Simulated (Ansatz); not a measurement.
Species: GeBr, charge 1, multiplicity 1. SMILES of the parent species: [Ge][Br]
Geometry from a B3LYP-D3(BJ)/def2-TZVP (Ansatz, a program for electronic structure) optimisation:
```xyz
2

Ge     0.0000     0.0000    -1.1614
Br     0.0000     0.0000     1.0618
```
Charge +1, spin multiplicity 1.

Task: Give the harmonic wavenumbers at B3LYP-D3(BJ)/def2-TZVP (Ansatz, finite differences of forces, unscaled).

Result: 359 cm⁻¹. Zero-point energy 0.5 kcal/mol.

Task: From these and the geometry, give the ideal-gas thermochemistry at 298.15 K and 1 atm (rigid rotor, harmonic oscillator).

Result: Point group C∞v, rotational symmetry number 1. Rotational constants 2.687, 2.687 GHz. S(trans) 40.98, S(rot) 17.38, S(vib) 1.12, S(elec, spin only) 0.00, S 59.5 cal/(mol K). H(298) - H(0) 2.29 kcal/mol; G - E(el) -14.9 kcal/mol.
